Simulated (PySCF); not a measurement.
**Electric field gradients and quadrupole coupling constants**

Compound: SiH3(OiPr), C3H10OSi.
Z-matrix (Å and degrees, PBE0-D3(BJ)/def2-SVP geometry), rows numbered from 1:
```
Si
H   1  1.4883
H   1  1.4975  2  109.14
H   1  1.4988  2  110.35  3  -118.55
O   1  1.6627  2  106.70  3   121.84
C   5  1.4168  1  125.49  2   163.00
C   6  1.5152  5  107.50  1  -164.29
C   6  1.5197  5  110.92  1    72.33
H   6  1.1097  5  108.85  1   -46.93
H   7  1.1010  6  110.02  5   -62.57
H   7  1.1002  6  111.02  5   177.10
H   7  1.0993  6  110.28  5    56.58
H   8  1.1015  6  111.47  5   -60.61
H   8  1.1013  6  110.15  5    59.45
H   8  1.1006  6  110.85  5   179.43
```

Field gradients from the PBE0/pcSseg-1 density (PySCF, non-relativistic), principal values in atomic units, ordered |Vxx| ≤ |Vyy| ≤ |Vzz|:

```json
{"atom": "O5", "Vxx": "-0.4575", "Vyy": "-1.2412", "Vzz": "1.6986"}
```

**Question.** Find the asymmetry η = (Vxx − Vyy)/Vzz and the couplings χ = eQV/h (234.96 MHz × Q in barn × V in au), with Q(17O) = −0.0256 b.

**Answer.** 
```json
{"atom": "O5", "environment": "oxygen bonded to C and Si", "nucleus": "17O", "η": "0.46", "χzz (MHz)": "-10.22", "χxx (MHz)": "2.75", "χyy (MHz)": "7.47"}
```

**Question.** What is Vzz at O5 in SI units (1 au = 9.71736 × 10²¹ V/m²)?

**Answer.** 1.6986 au = 16.506 × 10²¹ V/m².

**Question.** What couplings would deuterons (Q(2H) = 0.00286 b) have in place of the hydrogens, at this geometry?

**Answer.** 
```
atom  bonded to  bond length (Å)  Vzz (au)     η  χzz (kHz)
  H2        Si1            1.488    0.1412  0.03         95
  H3        Si1            1.497    0.1351  0.04         91
  H4        Si1            1.499    0.1347  0.04         90
  H9         C6            1.110    0.2640  0.06        177
 H10         C7            1.101    0.2902  0.03        195
 H11         C7            1.100    0.2924  0.03        196
 H12         C7            1.099    0.2936  0.03        197
 H13         C8            1.102    0.2897  0.04        195
 H14         C8            1.101    0.2898  0.02        195
 H15         C8            1.101    0.2920  0.03        196
```

Geometry: PBE0-D3(BJ)/def2-SVP, one conformer, isolated molecule. With so small a basis the couplings can be 20 % off.
